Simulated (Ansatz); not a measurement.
FH$_{4}$NOSi (`N[SiH](O)F`), relaxed with RKS PBE0-D4/def2-TZVP in Ansatz 0.2.0 from a PBE-D4/def2-SVP geometry. The force threshold is 0.005 eV/Å; the program also tests the step.

Total charge 0; spin multiplicity 1.

Start:

```xyz
8

N    -1.039   -0.289    0.520
Si    0.541   -0.202   -0.171
O     0.700    1.205   -1.045
F     1.539   -0.256    1.127
H    -1.182   -0.851    1.363
H    -1.864   -0.318   -0.082
H     0.997   -1.268   -1.111
H     0.307    1.979   -0.602
```

```tsv
step	energy (eV)	largest force (eV/Å)	largest move (Å)
1	-14194.2047	1.227	0.000
2	-14194.2624	0.752	0.024
3	-14194.2839	0.068	0.025
4	-14194.2852	0.185	0.037
5	-14194.2868	0.018	0.010
6	-14194.2870	0.011	0.003
7	-14194.2871	0.006	0.007
8	-14194.2871	0.002	0.003
```

End:

```xyz
8

N    -1.022   -0.328    0.506
Si    0.535   -0.196   -0.163
O     0.679    1.183   -1.018
F     1.511   -0.239    1.099
H    -1.174   -0.856    1.349
H    -1.847   -0.295   -0.070
H     0.984   -1.252   -1.087
H     0.333    1.982   -0.616
```

Hardware: 2 threads of an AMD EPYC 7R13 on a shared host. Wall time 38 s, peak host memory 0.31 GiB.
